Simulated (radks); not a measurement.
Neutral antimony, configuration [Kr] 4d10 5s2 5p3 (the NIST ground configuration).

All-electron calculation, non-relativistic Kohn-Sham, exchange-only PBE, spin-polarised, spherical densities, point nucleus; open shells are filled with parallel spins first (spin-orbit coupling, left out, can overturn this in heavy ions); relativity is left out, which matters for an element this heavy. Program: a radial shooting solver on a logarithmic mesh with Libxc functionals.

Energy parts (hartree):
total: -6312.74549
kinetic: 6312.74549
electron-nucleus: -15006.46558
Hartree: 2543.96909
exchange: -162.99448

Orbitals (lengths in bohr, moments of r in powers of bohr; r(90%) holds 90 % of the orbital's charge):
1s up: occ. 1; eigenvalue (hartree) -1072.006; r(90%) 0.0530; <r^4> 3.577e-06
1s down: occ. 1; eigenvalue (hartree) -1072.004; r(90%) 0.0530; <r^4> 3.577e-06
2s up: occ. 1; eigenvalue (hartree) -159.2657; r(90%) 0.198; <r^4> 0.0006414
2s down: occ. 1; eigenvalue (hartree) -159.2651; r(90%) 0.198; <r^4> 0.0006414
2p up: occ. 3; eigenvalue (hartree) -149.2255; r(90%) 0.178; <r^4> 0.0004191
2p down: occ. 3; eigenvalue (hartree) -149.2240; r(90%) 0.178; <r^4> 0.0004191
3s up: occ. 1; eigenvalue (hartree) -31.08331; r(90%) 0.505; <r^4> 0.02768
3s down: occ. 1; eigenvalue (hartree) -31.08151; r(90%) 0.505; <r^4> 0.02767
3p up: occ. 3; eigenvalue (hartree) -26.91551; r(90%) 0.502; <r^4> 0.02679
3p down: occ. 3; eigenvalue (hartree) -26.91343; r(90%) 0.502; <r^4> 0.02678
3d up: occ. 5; eigenvalue (hartree) -19.17907; r(90%) 0.480; <r^4> 0.02240
3d down: occ. 5; eigenvalue (hartree) -19.17721; r(90%) 0.480; <r^4> 0.02239
4s up: occ. 1; eigenvalue (hartree) -5.01242; r(90%) 1.19; <r^4> 0.8639
4s down: occ. 1; eigenvalue (hartree) -5.00784; r(90%) 1.19; <r^4> 0.8607
4p up: occ. 3; eigenvalue (hartree) -3.60276; r(90%) 1.27; <r^4> 1.132
4p down: occ. 3; eigenvalue (hartree) -3.59759; r(90%) 1.27; <r^4> 1.122
4d up: occ. 5; eigenvalue (hartree) -1.24960; r(90%) 1.59; <r^4> 2.819
4d down: occ. 5; eigenvalue (hartree) -1.23875; r(90%) 1.57; <r^4> 2.660
5s up: occ. 1; eigenvalue (hartree) -0.43507; r(90%) 3.45; <r^4> 61.38
5s down: occ. 1; eigenvalue (hartree) -0.35045; r(90%) 3.46; <r^4> 62.69
5p up: occ. 3; eigenvalue (hartree) -0.18194; r(90%) 4.51; <r^4> 181.8
5p down: occ. 0; eigenvalue (hartree) -0.09604; r(90%) 4.95; <r^4> 272.5

The highest occupied level is 5p up at -4.951 eV. The electron density at the nucleus is 9.346e+04 e/bohr^3. Spin moment in Bohr magnetons: 3. The spin density at the nucleus is -1.252 e/bohr^3 (1s -0.103, 2s 0.030, 3s 0.012, 4s 0.025, 5s -1.216). Virial ratio -V/T = 2.00000. Summed over all electrons, <r^2> = 64.19 bohr^2, which gives a Langevin (diamagnetic) susceptibility term of -50.8 x 10^-6 cm^3/mol.
